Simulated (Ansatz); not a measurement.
Two structures of SnH4S, singlet, reached by relaxing down either side of one saddle point (PBE0-D4/def2-TZVP). Energies are electronic, without zero-point energy. Computed with Ansatz 0.2.0 (basis: def2-TZVPP and def2-QZVPP); correlated methods freeze the cores. Filled d shells of the heavier atoms are correlated. Core potentials replace the inner electrons of the atoms past krypton. The def2 sets are not built for correlating such inner shells, so the correlated values are less sure here. Extrapolation: Hartree–Fock as exp(−7.88 √X), correlation as X^−2.97. First:

Sn1  (0.253, 0.909, 0.794)
S2  (1.566, -1.057, 0.277)
H3  (-1.681, 0.211, -1.152)
H4  (0.588, 1.534, -0.830)
H5  (-2.114, 0.042, -0.562)
H6  (1.389, -1.639, 1.474)
(Å)

Second:

```xyz
6
angstrom
Sn -0.1735 1.4931 0.6666
S 0.9728 -0.9799 0.0680
H 0.0667 -1.3766 -0.8397
H 0.3859 1.8220 -0.9863
H -1.6767 0.7703 0.0517
H 0.4248 -1.7290 1.0398
```

Task: Which bonds change from the first to the second?

Result: SnH₂S ([SH][SnH]) + H₂ → SnH₄S ([SH2][SnH2]); bonds formed: Sn1–H5, S2–H3; bonds broken: H3–H5.

Task: Give the saddle point's structure and its height above each. (To be estimated.)

Result: By the calculation: 25.98 kcal/mol above the first and 11.92 kcal/mol above the second (CCSD(T) at an estimated basis limit (MP2 extrapolated from triple and quadruple zeta, plus CCSD(T) − MP2 in triple zeta)).
Sn1  (-0.116, 1.288, 0.661)
S2  (0.985, -1.065, -0.061)
H3  (-0.515, -0.516, -0.383)
H4  (0.434, 1.830, -0.931)
H5  (-1.352, 0.185, -0.317)
H6  (0.563, -1.723, 1.031)
(Å)

The search had been set up for a 1,1-elimination (forming S2–H3, breaking Sn1–S2, Sn1–H3); from that guess it ended on this step instead.

T1 diagnostic: at most 0.016.

Labels in which every atom is bracketed show which atoms are joined, not bond orders.

For scale, one of the runs: CCSD(T)/def2-TZVPP, 148 basis functions, launched by `ansatz run in.yaml --threads 2 --pin off --events-out ev --progress --plain --max-ram 4352MiB`. The run took 18 s on 2 CPU threads of an Arm Neoverse V2 (shared host), with 0.99 GiB of host memory at its peak.
